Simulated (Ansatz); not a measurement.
`S[SiH2][SnH3]` + NH₃ → `N[SiH2]S` + `[SnH4]`  (cleavage of the Si–Sn bond)

Calculated with Ansatz (gas phase, PBE0-D4/def2-TZVP geometries, no zero-point term in ΔE). CCSD(T)/CBS adds triple-zeta CCSD(T) − MP2 to the extrapolated MP2 energy (def2 sets, frozen cores). This one scheme is used for every species. DFT in def2-TZVPP. B3LYP here is the variant with VWN-RPA as its local correlation; programs differ in this. def2 core potentials past Kr. For Sn outer-core shells are correlated without core-valence functions, which leaves a few kJ/mol of doubt a bond. Each species was taken in one conformer, which may not be the lowest.

Problem. Is it downhill or uphill in electronic energy at CCSD(T)/CBS, and by how much? (Estimate.)

Solution. The calculation gave: Downhill: ΔE = -21.4 kJ/mol.

Problem. What do these levels give: PBE-D4, revPBE-D4, BLYP-D4, B3LYP-D4, r2SCANh-D4, BLYP, B3LYP, r2SCANh, CAM-B3LYP, HF/def2-TZVPP, CCSD(T)/def2-TZVPP, MP2/def2-QZVPP? (Estimate.)

Solution. Computed: PBE-D4 -12.9, revPBE-D4 -15.2, BLYP-D4 -22.8, B3LYP-D4 -26.1, r2SCANh-D4 -25.7, BLYP -25.7, B3LYP -29.7, r2SCANh -26.5, CAM-B3LYP -38.3, HF/def2-TZVPP -45.7, CCSD(T)/def2-TZVPP -27.8, MP2/def2-QZVPP -24.8 kJ/mol.

Largest T1 diagnostic among the species: 0.013.

At CCSD(T), def2-SVP lies −3.0 kJ/mol from the extrapolated value and def2-TZVPP −6.4 kJ/mol. Leaving LDA and LC-ωPBE aside and taking each functional with its dispersion term where it has one, the values, not all of them listed here, spread over 22.6 kJ/mol, from CAM-B3LYP-D4 to PBE-D4. LDA lies −8.8 kJ/mol from PBE without D4.
